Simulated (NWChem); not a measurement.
Molecule: C2H4BFO2; SMILES C=C(F)B(O)O

```xyz
10

C     -1.2749    -1.4908     0.0000
C     -0.1447    -0.7870     0.0000
F      1.0473    -1.4358     0.0000
B      0.0193     0.7789     0.0000
O     -1.0858     1.5610     0.0000
O      1.2625     1.3260     0.0000
H     -1.2727    -2.5838     0.0000
H     -2.2265    -0.9574     0.0000
H     -0.8611     2.4980     0.0000
H      1.9425     0.6419     0.0000
```
Atoms are numbered in this order, from 1.

All runs: NWChem. Pople sets run with spherical d functions. Medium grid unless said otherwise, to which SCAN and Minnesota functionals are sensitive. Structure relaxed at the PBE0/def2-SVP level. Total energies of different functionals are on different scales.

```json
[
 {"level": "B3LYP/6-31G*", "energy (Ha)": "-353.8339", "highest occupied level (eV)": "-7.03", "orbital gap (eV)": "6.57", "dipole (D)": "0.56"},
 {"level": "PBE/6-31G*", "energy (Ha)": "-353.4318", "highest occupied level (eV)": "-5.97", "orbital gap (eV)": "4.80", "dipole (D)": "0.66"},
 {"level": "MN15/6-31G*", "energy (Ha)": "-353.4751", "highest occupied level (eV)": "-8.02", "orbital gap (eV)": "8.36", "dipole (D)": "0.59"},
 {"level": "PBE0/6-31G*", "energy (Ha)": "-353.4494", "highest occupied level (eV)": "-7.34", "orbital gap (eV)": "7.04", "dipole (D)": "0.55"},
 {"level": "CAM-B3LYP/6-31G*", "energy (Ha)": "-353.6983", "highest occupied level (eV)": "-8.63", "orbital gap (eV)": "9.59", "dipole (D)": "0.56"},
 {"level": "B97-2/6-31G*", "energy (Ha)": "-353.7130", "highest occupied level (eV)": "-7.09", "orbital gap (eV)": "6.73", "dipole (D)": "0.54"},
 {"level": "HCTH/407/6-31G*", "energy (Ha)": "-353.7518", "highest occupied level (eV)": "-6.17", "orbital gap (eV)": "4.88", "dipole (D)": "0.63"},
 {"level": "MN15-L/6-31G*", "energy (Ha)": "-353.5130", "highest occupied level (eV)": "-6.44", "orbital gap (eV)": "5.59", "dipole (D)": "0.59"}
]
```
